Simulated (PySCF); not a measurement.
Some computed properties have been withheld. Give your best values.

Compound: C2H6FNSi.
SMILES: `[SiH3]/N=C\CF`

Conformer (atom-mapped SMILES and torsion angles): `[F:1][CH2:2]/[CH:3]=[N:4]\[SiH3:5]`: F1–C2–C3–N4 0°.

| property | level | value |
| --- | --- | --- |
| point group | PBE0-D3(BJ)/def2-SVP | Cs |
| rotational constants A, B, C | PBE0-D3(BJ)/def2-SVP | ? |
| dipole moment | CAM-B3LYP/def2-SVPD | 2.80 D |
| HOMO energy | CAM-B3LYP/def2-SVPD | ? |
| LUMO energy | CAM-B3LYP/def2-SVPD | ? |
| lowest singlet excitation | TDDFT CAM-B3LYP/def2-SVPD | 4.07 eV (305 nm, f = 0.000) |
| strongest line among the 10 lowest singlet transitions | TDDFT CAM-B3LYP/def2-SVPD | ? |
| lowest triplet excitation (Tamm–Dancoff) | TDA CAM-B3LYP/def2-SVPD | 3.51 eV |
| static isotropic polarisability | CAM-B3LYP/def2-SVPD | 61.4 au |
| vertical ionisation energy | ΔSCF CAM-B3LYP/def2-SVPD | 9.23 eV |
| electronic spatial extent ⟨r²⟩ about the centre of nuclear charge | CAM-B3LYP/def2-SVPD | 578 bohr² |
| 13C chemical shifts (computed TMS as zero) by class | GIAO KT3/pcSseg-2 | 169.8 (1 C), 90.7 (1 C) ppm |
| 1H chemical shifts (computed TMS as zero) by class | GIAO KT3/pcSseg-2 | 8.60 (1 H), 5.04 (2 H), 5.03 (3 H) ppm |
| isotropic shieldings of nuclei other than C and H, by class | GIAO KT3/pcSseg-2 | ? |
| core binding energies | ΔSCF SCAN, pcX-2 on the ionised atom, pcseg-1 elsewhere, spin-free X2C, 2p3/2 from a spin–orbit splitting computed afterwards within the 2p shell | ? |

Gas-phase values; electronic properties from PySCF, density fitting. One conformer (not necessarily the lowest) at the PBE0-D3(BJ)/def2-SVP geometry, without solvent or vibrations. NMR classes are plain means over equivalent atoms (diastereotopic ones count apart unless rotation or inversion swaps them), as if these changed places fast; in this geometry the members of some classes differ.

(1) Give the isotropic shieldings of nuclei other than C and H, by class.

(2) The LUMO energy?

(3) The HOMO energy?

(4) The strongest line among the 10 lowest singlet transitions?

(5) What are the core binding energies?

(6) The rotational constants A, B, C?

## Answers

(1) -77 (1 N), 406 (1 F), 417 (1 Si) ppm.

(2) 0.15 eV.

(3) -8.47 eV.

(4) S4 at 7.36 eV (168 nm, f = 0.380).

(5) Si2p3/2 106.9, C1s 292.4, C1s 293.7, N1s 404.3, F1s 693.2, Si1s 1846.7 eV.

(6) 6.830, 2.948, 2.140 GHz.

With B = h/(8π²I), that is 505.379 GHz u Å² over I, the principal moments of inertia are 74.0, 171.4 and 236.1 u Å² (most abundant isotopes). The principal polarisabilities are 49.7, 56.5 and 77.9 au; their mean is the isotropic value.
